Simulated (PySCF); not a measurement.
H₂FInO (SMILES [OH][InH][F]), singlet, at a GFN2-xTB geometry (such geometries of metal compounds can be far from the true shape) (core potentials on In). Base run: PySCF with PBE0/def2-SVP.

The PySCF input:
```python
from pyscf import gto, scf, dft, solvent

mol = gto.M(
    atom='''
In   -0.159767   -0.236500    0.084726
H    -0.855326   -1.624618    0.690779
F     1.666624    0.249663    0.583274
O    -0.780930    1.147768   -1.110102
H    -0.068242    1.784027   -1.211011
''',
    basis='def2-svp',
    ecp={'In': 'def2-svp'},
    charge=0,
    spin=0,
    verbose=4,
)

mf = dft.RKS(mol)
mf.xc = 'pbe0'
mf.kernel()
mf.analyze()
```

Variants of this job, named by their change:

```json
[
 {"change": "base", "ΔE vs base (kJ/mol)": "0.00", "dipole (D)": "1.68", "HOMO-LUMO gap (eV)": "7.55"},
 {"change": "model = IEF-PCM; solvent = n-hexane", "ΔE vs base (kJ/mol)": "-16.50", "dipole (D)": "1.82", "HOMO-LUMO gap (eV)": "7.71"},
 {"change": "model = IEF-PCM; solvent = water; lebedev_order = 41", "ΔE vs base (kJ/mol)": "-44.2", "dipole (D)": "2.03", "HOMO-LUMO gap (eV)": "7.96"},
 {"change": "model = IEF-PCM; solvent = water", "ΔE vs base (kJ/mol)": "-44.2", "dipole (D)": "2.03", "HOMO-LUMO gap (eV)": "7.96"},
 {"change": "model = C-PCM; solvent = water", "ΔE vs base (kJ/mol)": "-44.4", "dipole (D)": "2.03", "HOMO-LUMO gap (eV)": "7.96"},
 {"change": "model = IEF-PCM; solvent = tetrahydrofuran", "ΔE vs base (kJ/mol)": "-36.4", "dipole (D)": "1.98", "HOMO-LUMO gap (eV)": "7.91"},
 {"change": "model = IEF-PCM; solvent = water; r_probe = 0.5", "ΔE vs base (kJ/mol)": "-16.63", "dipole (D)": "1.90", "HOMO-LUMO gap (eV)": "7.77"},
 {"change": "model = COSMO; solvent = water", "ΔE vs base (kJ/mol)": "-44.1", "dipole (D)": "2.03", "HOMO-LUMO gap (eV)": "7.96"},
 {"change": "model = IEF-PCM; solvent = water; vdw_scale = 1.4", "ΔE vs base (kJ/mol)": "-22.92", "dipole (D)": "1.93", "HOMO-LUMO gap (eV)": "7.81"},
 {"change": "model = ddCOSMO; solvent = water", "ΔE vs base (kJ/mol)": "-33.4", "dipole (D)": "2.01", "HOMO-LUMO gap (eV)": "7.92"},
 {"change": "model = IEF-PCM; solvent = water; vdw_scale = 1.0", "ΔE vs base (kJ/mol)": "-97.4", "dipole (D)": "2.17", "HOMO-LUMO gap (eV)": "8.21"},
 {"change": "model = IEF-PCM; solvent = water; vdw_scale = 1.1", "ΔE vs base (kJ/mol)": "-64.3", "dipole (D)": "2.10", "HOMO-LUMO gap (eV)": "8.06"}
]
```

The base is the gas phase, so ΔE is the electrostatic part of solvation at a fixed geometry, without cavity and dispersion terms.
